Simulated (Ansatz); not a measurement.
`F[SiH]1[CH2][AlH]1` + H₂O → `O[SiH]1[CH2][AlH]1` + H–F at 298.15 K and 1 bar (formal hydrolysis of the Si–F bond).

Isolated molecules relaxed with PBE0-D4/def2-TZVP in Ansatz; ΔE leaves out vibrations. CCSD(T)/CBS adds triple-zeta CCSD(T) − MP2 to the extrapolated MP2 energy (def2 sets, frozen cores). This one scheme is used for every species. Each species was taken in one conformer, which may not be the lowest.

```
             species  CCSD(T)/CBS energy (Eh)  H − E (kJ/mol)  S (J/(mol·K))
`F[SiH]1[CH2][AlH]1`               -671.34781           131.0          316.9
                 H₂O                -76.37941            66.4          188.7
`O[SiH]1[CH2][AlH]1`               -647.31415           161.7          343.3
                 H–F               -100.39570            33.5          173.6
```

H − E and S are ideal-gas, rigid-rotor, harmonic terms from PBE0-D4/def2-TZVP, for one conformer and one mirror image of each species. 1 Eh = 2625.50 kJ/mol, R = 8.31446 J/(mol·K).

**Question.** By hand: ΔE, ΔH, ΔS and ΔG.

**Answer.** ΔE = (-647.31415) + (-100.39570) − (-671.34781) − (-76.37941) = 0.01737 Eh = 45.6 kJ/mol. Δ(H − E) = 161.7 + 33.5 − 131.0 − 66.4 = -2.2, so ΔH = 43.4 kJ/mol. ΔS = 343.3 + 173.6 − 316.9 − 188.7 = 11.3 J/(mol·K). ΔG = 43.4 − 298.15 × (11.3)/1000 = 40.0 kJ/mol.

**Question.** By hand: the equilibrium constant, and the temperature at which ΔG would vanish if ΔH and ΔS stayed fixed.

**Answer.** log₁₀ K = −ΔG/(RT ln 10) = -7.0. ΔG = 0 at ΔH/ΔS = 3841 K, far beyond where these terms or the molecules hold.

The number of gas molecules stays the same, so ΔS is small and ΔH decides. A doubt of 5 kJ/mol in ΔE shifts log₁₀ K by 0.9 here. Other conformers and mirror images would add mixing entropy, several J/(mol·K) or more a flexible species. Modes under 60 cm⁻¹, often nearly free rotors, make the harmonic entropy too high. These are equilibria of isolated gas molecules and say nothing of rates. Largest T1 diagnostic: 0.013 (customary marks: 0.02 for closed shells, 0.045 for open ones).
